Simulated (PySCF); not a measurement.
# Hartree-Fock beside MP2: AlFH2O

All numbers below are calculated, not measured. They come from PySCF 2.14.0, an open-source quantum chemistry program, on an isolated molecule that a program drew, which may never have been made. The molecule is AlFH2O (charge 0, singlet), drawn as the SMILES string `[OH][AlH][F]`.

The geometry was optimised and harmonic frequencies were computed with HF and MP2, all in the cc-pV(D+d)Z basis, for the commonest isotopes, with a restricted reference for singlets and an unrestricted one otherwise, and a frozen core in MP2. Each result is a local minimum of its method.

Geometry at the HF minimum:
```xyz
5
AlFH2O, angstrom
O     1.3593    1.3581    3.0922
Al    0.2098    0.9433    1.9476
F    -0.4541   -0.5586    2.0783
H     1.8586    2.1482    3.2063
H    -0.2616    1.8744    0.7878
```

Lengths of the bonds as drawn, in Å (atoms numbered as above):
```
bond,HF,MP2
O1-Al2,1.674,1.703
Al2-F3,1.647,1.668
O1-H4,0.942,0.963
Al2-H5,1.560,1.564
```

Rotational constants, in GHz:
| constant | HF | MP2 |
|---|---|---|
| A | 32.08 | 31.34 |
| B | 6.718 | 6.547 |
| C | 5.555 | 5.416 |

Harmonic frequencies in cm^-1, each column in rising order, so a row needn't be the same motion in every method:
```
rank    HF   MP2
   1   273   256
   2   358   354
   3   521   513
   4   541   572
   5   715   689
   6   801   766
   7   972   937
   8  2070     ?
   9  4240  3944
```

**Estimate the missing MP2 frequency from the HF column.**

A single factor s that minimises the squared misfit of MP2 against s times HF over the other rows is sum(HF x MP2) / sum(HF^2) = 0.9362, with an rms misfit of 30 cm^-1. For rank 8 it gives 0.9362 x 2070 = 1938 cm^-1. The calculation gives 2032 cm^-1, 94 cm^-1 above the estimate. The drawn bonds are on average 1.4 % longer in MP2 than in HF.
